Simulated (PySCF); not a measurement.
**Shapes and spin states of ReF4**

Method: B3LYP in PySCF with Re def2-SVP with ECP60, F def2-SVP; scalar-relativistic core potentials, no spin–orbit coupling; density-fitted integrals.

Relaxations began from a few typed shapes and spin states; open shells are unrestricted. The search is not exhaustive: other isomers or separated fragments can lie lower, and high-lying points may rest on an excited occupation.

Which is the lowest minimum found?
A. quartet D4h: Re–F 1.868 Å (×4); F–Re–F 90.0° (×4), F–Re–F 180.0° (×2)
B. quartet C2v: Re–F 1.845 Å (×2), Re–F 1.913 Å (×2); F–Re–F 94.3° (×4), F–Re–F 131.1°, F–Re–F 159.3°
C. doublet D2h: Re–F 1.839 Å (×4); F–Re–F 86.8° (×2), F–Re–F 93.2° (×2), F–Re–F 180.0° (×2)
D. doublet (⟨S²⟩ 1.24) D2h: Re–F 1.828 Å (×2), Re–F 1.865 Å (×2); F–Re–F 90.0° (×4), F–Re–F 180.0° (×2)
E. doublet D2d: Re–F 1.852 Å (×4); F–Re–F 95.1° (×4), F–Re–F 145.3° (×2)
F. quartet D2d: Re–F 1.876 Å (×4); F–Re–F 82.6° (×2), F–Re–F 124.4° (×4)
G. doublet D2d: Re–F 1.851 Å (×4); F–Re–F 95.0° (×4), F–Re–F 145.6° (×2)
H. doublet (⟨S²⟩ 1.13) D2h: Re–F 1.845 Å (×4); F–Re–F 87.3° (×2), F–Re–F 92.7° (×2), F–Re–F 180.0° (×2)

A. The others lie at 21.4 (doublet D2h), 23.4 (doublet D2h, a saddle point), 24.2 (doublet D2h), 42.4 (doublet D2d, a saddle point), 42.7 (doublet D2d, a saddle point), 43.0 (quartet D2d), 62.0 (quartet C2v, a saddle point) kJ/mol above it.

Formally Re is in oxidation state +4, d3, with 3 unpaired electrons (the high-spin count). The Mulliken spin on Re is 2.72. The polar-tensor charge on Re, 2.56, is below the formal one.

For the lowest minimum: with open d or f shells other occupations or spin states may lie lower. No spin–orbit coupling is included, which matters more the heavier the element.

The electron or spin density has lower symmetry than the nuclear frame for the doublet (⟨S²⟩ 1.13) D2h at 21.4 kJ/mol, doublet (⟨S²⟩ 1.24) D2h at 23.4 kJ/mol.
